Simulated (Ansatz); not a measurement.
The same path of F6Mo + H2S (10 atoms, charge 0, multiplicity 1) was run twice with different band settings. Lost on the way: Mo1–F2, S8–H10. Made: Mo1–S8, F2–H10.

Computed with Ansatz, RKS BHLYP/def2-SVP.

Relaxed end points:

```xyz
10
Properties=species:S:1:pos:R:3
Mo -0.284 -0.227 -0.279
F -0.182 0.002 1.509
F 1.515 -0.178 -0.402
F -0.378 1.553 -0.526
F -2.085 -0.305 -0.161
F -0.209 -2.018 -0.043
F -0.398 -0.481 -2.063
S 2.369 2.370 1.929
H 3.233 1.353 1.800
H 1.754 1.805 2.978
```

```xyz
10
Properties=species:S:1:pos:R:3
Mo 0.198 0.179 -0.356
F 0.933 0.612 3.099
F 1.558 -0.814 0.339
F -0.808 1.570 -0.927
F -0.830 0.218 1.187
F -0.641 -1.432 -0.594
F 0.726 0.008 -2.084
S 1.601 1.900 0.310
H 2.515 1.183 0.981
H 0.083 0.451 2.788
```

Common settings: movable images 5; climbing image yes; spring 5.0 eV/Å²; optimiser quadratic models (default); force threshold 0.03 eV/Å; iteration limit 60; end points relaxed.

| run | start path |
| --- | --- |
| 1 | through a guess of the saddle point |
| 2 | straight line |

**Question.** What does each run give, and how far can it be trusted?

**Answer.** Run 1: converged after 58 iterations, highest image 1.095 eV above the first end. The profile has 2 maxima (images 2, 5) with wells between them (image 4): this band takes more than one step, which may be the mechanism or a detour left from its start path. A vibrational analysis at the climbing image gives one clearly imaginary mode, 1080i cm⁻¹: a first-order saddle point.
Run 2: converged after 31 iterations, highest image 1.142 eV above the first end. The profile has 2 maxima (images 2, 4) with wells between them (image 3): this band takes more than one step, which may be the mechanism or a detour left from its start path. The order of the point at the top wasn't checked.
The orbitals stay closed-shell, which can raise the energy where a bond breaks towards radicals; this wasn't checked here.
